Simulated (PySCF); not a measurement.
Q: Write Cartesian coordinates for InChI=1S/CH3NSiTe/c2-1-3-4/h4H,3H2 as optimised with PBE0-D3(BJ)/def2-SVP.

A: 
```
atom  x, y, z in Å
N1    -0.2497    2.6197   -0.4250
C2    -0.3873    1.4772   -0.2767
Si3   -0.5668   -0.3558   -0.0403
Te4    1.5861   -1.5233   -0.4901
H5    -1.5493   -0.8444   -1.0441
H6    -1.0518   -0.5627    1.3502
H7     2.2578   -0.8402    0.8718
```

Orientation and origin are arbitrary. Atoms count from 1 in this order. Te4 (tellurium bonded to Si and H) is bent (angle 90.5°). Si3 (SiH2 silicon) is tetrahedral (angles from 106.7° to 112.7°). The 4 heavy atoms lie in one plane (0.001 Å rms).

Bonds between heavy atoms (Å): N1≡C2 1.160, C2–Si3 1.857, Si3–Te4 2.490.

The calculation used PySCF 2.14.0, PBE0-D3(BJ)/def2-SVP geometry optimisation, gas phase, def2 core potentials past Kr.

Not checked by PBE0-D3(BJ)/def2-SVP frequencies. The numbers are those of one conformer (C2–Si3–Te4–H 68°).

On one thread, AMD EPYC 7R13 (x86_64), shared host, this took 23 s of wall time and 0.38 GiB of memory at its peak. That covers the optimisation of the geometry.
